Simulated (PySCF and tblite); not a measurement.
Results of a calculation; reference values are marked as such.
## Rotation: stationary points, barriers and rates

System: C3H6N2OSi, numbered as in [SiH3:1][NH:2][c:3]1[cH:4][cH:5][n:6][o:7]1.

Motion: rotation about the C3–N2 bond (torsion C4–C3–N2–Si1 from -179° to 0°, rising). Level: revPBE/pcSseg-1 + D3(BJ) on GFN2-xTB stationary points, with GFN2-xTB thermal terms. Rate constants are transition-state-theory values, counting equivalent paths, without tunnelling. Programs: tblite and PySCF.

| point | symmetry | E(GFN2) kcal/mol | E(DFT) kcal/mol | ZPE change kcal/mol | lowest mode cm⁻¹ | dipole D |
| --- | --- | --- | --- | --- | --- | --- |
| start | Cs | 0.0 | 0.0 | 0.00 | 81 | 3.73 |
| saddle | C1 | 7.7 | 5.0 | -0.38 | 136i | 2.52 |
| end | Cs | 0.0 | -0.5 | 0.02 | 69 | 3.63 |

| Item | Value |
| --- | --- |
| Electronic barrier | 5.0 kcal/mol |
| Barrier with zero-point energy | 4.7 kcal/mol |
| ΔH‡ (298 K) | 4.2 kcal/mol |
| ΔS‡ (298 K, symmetry apart) | -3.0 cal/(mol K) |
| Paths | 2 equivalent paths |
| End point | a different minimum |
| Mean lifetime of the start against this motion at 298 K | 430 ps |
| Cost | 72 s on 1 thread of Arm Neoverse V2, on a host shared with other jobs (rough), peak memory 0.64 GiB, launched as `OMP_NUM_THREADS=1 python ens_run.py task.json out` |

```tsv
T/K	ΔG‡ kcal/mol	k s⁻¹	ΔG kcal/mol	k back s⁻¹
150	4.8	6.6×10⁵	-0.5	1.2×10⁵
200	4.9	4×10⁷	-0.5	1.1×10⁷
250	5.0	4.7×10⁸	-0.5	1.7×10⁸
298	5.1	2.3×10⁹	-0.5	1×10⁹
350	5.2	8.1×10⁹	-0.5	4×10⁹
400	5.3	2×10¹⁰	-0.5	1.1×10¹⁰
500	5.7	7×10¹⁰	-0.5	4.4×10¹⁰
```

ΔG and ΔG‡ leave out symmetry numbers and mirror images; rates count paths: 2 out, 2 back.
